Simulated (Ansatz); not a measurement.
The same path of a periodic cell of 13 atoms, Ti$_{12}$H (host Ti, host structure hcp, interstitial H) was run twice with different band settings.

The calculation used DFT PBEsol, scalar-relativistic, plane waves, PAW in Ansatz. Settings: cutoff 420 eV, k mesh 4x3x5, gaussian smearing 0.1 eV, no spin polarisation.

Relaxed end points:

```xyz
13
Lattice="5.9000 0.0000 0.0000 -4.4250 7.6643 0.0000 0.0000 0.0000 4.6846" Properties=species:S:1:pos:R:3
Ti -0.002 0.006 0.021
Ti -0.005 1.689 2.346
Ti -1.447 2.537 0.005
Ti -1.436 4.284 2.342
Ti -2.952 5.138 -0.005
Ti -2.948 6.825 2.339
Ti 2.944 -0.009 0.009
Ti 2.947 1.672 2.351
Ti 1.438 2.535 0.004
Ti 1.441 4.279 2.344
Ti 0.000 5.128 0.003
Ti -0.005 6.809 2.329
H 2.939 3.412 3.522
```

```xyz
13
Lattice="5.9000 0.0000 0.0000 -4.4250 7.6643 0.0000 0.0000 0.0000 4.6846" Properties=species:S:1:pos:R:3
Ti 0.006 0.002 -0.016
Ti 0.002 1.683 2.345
Ti -1.442 2.533 0.002
Ti -1.435 4.277 2.346
Ti -2.946 5.139 0.007
Ti -2.942 6.820 2.349
Ti 2.949 -0.014 -0.005
Ti 2.953 1.673 2.335
Ti 1.439 2.528 -0.001
Ti 1.445 4.275 2.348
Ti 0.006 5.123 0.003
Ti 0.003 6.805 2.362
H 2.964 3.396 1.176
```

Common settings: climbing image yes; spring 5.0 eV/Å²; optimiser quadratic models (default); end points relaxed.

| run | movable images | start path | force threshold | iteration limit |
| --- | --- | --- | --- | --- |
| 1 | 7 | straight line | 0.05 eV/Å | 27 |
| 2 | 3 | default | 0.4 eV/Å | 50 |

Task: What does each run give, and how far can it be trusted?

Result: Run 1: converged after 3 iterations, highest image 0.597 eV above the first end. By the program's own check the climbing image is of a kind that is not told: the force calls were inconclusive, a negative curvature could not be distinguished from the path's own, the only one lies far off the path, or fixed occupations may fill a level only in part (lowest curvatures found: -1.68 and 0.98 eV/Å²).
Run 2: converged after 1 iterations, highest image 0.632 eV above the first end. The threshold of 0.4 eV/Å is loose, so the images may lie well off the minimum-energy path. The order of the stationary point at the top wasn't checked.
Limits of this set-up: coarse k mesh, odd electron count without spin, a small cell, in which the defect meets its images.
